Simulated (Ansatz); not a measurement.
Isolated molecules relaxed with PBE0-D4/def2-TZVP in Ansatz; ΔE leaves out vibrations. CCSD(T)/CBS is the MP2 limit (def2-TZVPP, def2-QZVPP) plus CCSD(T) − MP2 in def2-TZVPP, frozen cores. Functionals use def2-TZVPP. HSE06 is defined as in plane-wave codes. def2 core potentials past Kr. For Sn outer-core shells are correlated without core-valence functions, which leaves a few kJ/mol of doubt a bond. One conformer a species, not always the lowest.

`C#[C][SnH]([C]#C)[C]#C` + `CCCO` → `C#CCCCO` + `C#[C][SnH2][C]#C`  (formal exchange of groups at a C–Sn bond)

(1) Is it downhill or uphill in electronic energy at CCSD(T)/CBS, and by how much? (Estimate.)

(2) What do these levels give: B97M-V, ωB97M-V, B2PLYP, HSE06, BHLYP, CCSD/def2-TZVPP? (An estimate is asked.)

(3) What do rigid-rotor, harmonic-oscillator terms from PBE0-D4/def2-TZVP frequencies (298.15 K, 1 bar) make of the CCSD(T)/CBS value? (Best estimate.)

Largest T1 diagnostic among the species: 0.014.

## Answers

(1) Ansatz gave: Uphill: ΔE = +40.6 kJ/mol.

(2) Ansatz gave: B97M-V 24.8, ωB97M-V 30.5, B2PLYP 35.0, HSE06 24.5, BHLYP 29.9, CCSD/def2-TZVPP 38.6 kJ/mol.

(3) Ansatz gave: ΔZPE = -4.9 kJ/mol, ΔH = +33.7 kJ/mol, ΔS = -7 J/(mol·K), ΔG = +35.6 kJ/mol.

At CCSD(T), def2-SVP lies −14.1 kJ/mol from the extrapolated value and def2-TZVPP −0.8 kJ/mol. In def2-TZVPP, CCSD(T) changes the Hartree–Fock value by +3.8 kJ/mol (the triples alone add +1.2 kJ/mol) and MP2 by +5.8 kJ/mol.
